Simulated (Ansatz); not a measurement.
Program: Ansatz. Geometries: PBE0-D4/def2-TZVP. ΔE: electronic, gas phase. CCSD(T)/CBS is the MP2 limit (def2-TZVPP, def2-QZVPP) plus CCSD(T) − MP2 in def2-TZVPP, frozen cores. This one scheme is used for every species. Functionals use def2-TZVPP. B3LYP here is the variant with VWN-RPA as its local correlation; programs differ in this. No spin–orbit coupling; open shells (•) take unrestricted orbitals. For Ge outer-core shells are correlated without core-valence functions, which leaves a few kJ/mol of doubt a bond. Scalar relativity is left out up to krypton.

Consider the hydrogen abstraction from a Ge–H bond: `C#[C][GeH]([F])[F]` + `[SiH3]`• → `C#[C][Ge]([F])[F]`• + SiH₄.

```
           level  ΔE (kcal/mol)
         PBE0-D4           -4.6
        B3LYP-D4           -6.7
    CAM-B3LYP-D4           -5.5
            BLYP           -8.8
           B3LYP           -6.8
     HF/def2-SVP           -1.0
CCSD(T)/def2-SVP           -1.8
   MP2/CBS(def2)           -2.7
```

(1) What does CCSD(T)/CBS give? (An estimate is asked.)

(2) What do rigid-rotor, harmonic-oscillator terms from PBE0-D4/def2-TZVP frequencies (298.15 K, 1 bar) make of the CCSD(T)/CBS value? (An estimate is asked.)

Largest T1 diagnostic among the species: 0.015.

## Answers

(1) Computed: -2.9 kcal/mol. The listed levels differ from it by -1.7, -3.8, -2.6, -5.9, -3.9, 1.9, 1.1, 0.2 kcal/mol.

(2) Computed: ΔZPE = +0.7 kcal/mol, ΔH = -2.2 kcal/mol, ΔS = -6 J/(mol·K), ΔG = -1.8 kcal/mol. Open shells count their whole term as degenerate.

At CCSD(T), def2-SVP lies +1.1 kcal/mol from the extrapolated value and def2-TZVPP +0.0 kcal/mol. Leaving LDA and LC-ωPBE aside and taking each functional with its dispersion term where it has one, the values, not all of them listed here, spread over 5.5 kcal/mol, from BLYP-D4 to PBE-QIDH. LDA lies +0.9 kcal/mol from PBE without D4.

CCSD(T)/CBS has its own doubt, a few kJ/mol and more with outer-core shells, so smaller differences from it don't rank the levels.
